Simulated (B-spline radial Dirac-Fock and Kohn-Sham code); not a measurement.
## Two-hole binding energies of I⁴⁺

System: I⁴⁺, [Kr] 4d10 5s2 5p1.

These are calculated numbers from a radial finite-basis atomic code; the model is Dirac-Fock (average of configuration) total-energy differences with a finite nucleus, the Breit interaction including its frequency dependence, and self-energy and vacuum-polarisation corrections. U is the two-hole binding energy less the two single-hole energies, the effective repulsion of the holes after relaxation. Each two-hole energy is an average over J within one jj subconfiguration.

```
          holes  E(a) (eV)  E(b) (eV)  E(ab) (eV)  U (eV)
           1s⁻²    33225.9    33225.9     67322.2   870.4
   1s⁻¹ 3d3/2⁻¹    33225.9      688.0     33981.7    67.8
   1s⁻¹ 3d5/2⁻¹    33225.9      676.5     33969.0    66.6
   2s⁻¹ 2p1/2⁻¹     5252.1     4910.2     10298.6   136.2
2p1/2⁻¹ 2p3/2⁻¹     4910.2     4615.4      9687.0   161.4
        2p3/2⁻²     4615.4     4615.4      9391.3   160.6
   2p1/2⁻¹ 3s⁻¹     4910.2     1132.5      6105.6    62.9
   2s⁻¹ 3d3/2⁻¹     5252.1      688.0      6008.0    67.9
   2s⁻¹ 3d5/2⁻¹     5252.1      676.5      5995.5    66.9
2p1/2⁻¹ 3d3/2⁻¹     4910.2      688.0      5664.5    66.2
2p1/2⁻¹ 3d5/2⁻¹     4910.2      676.5      5655.2    68.5
        3p1/2⁻²      991.1      991.1      2035.5    53.4
3p1/2⁻¹ 3p3/2⁻¹      991.1      934.3      1973.8    48.4
3d3/2⁻¹ 3d5/2⁻¹      688.0      676.5           ?       ?
```

Q: Give the missing two-hole energy and U.

A: E(ab) = 1419.3 eV and U = 54.8 eV.
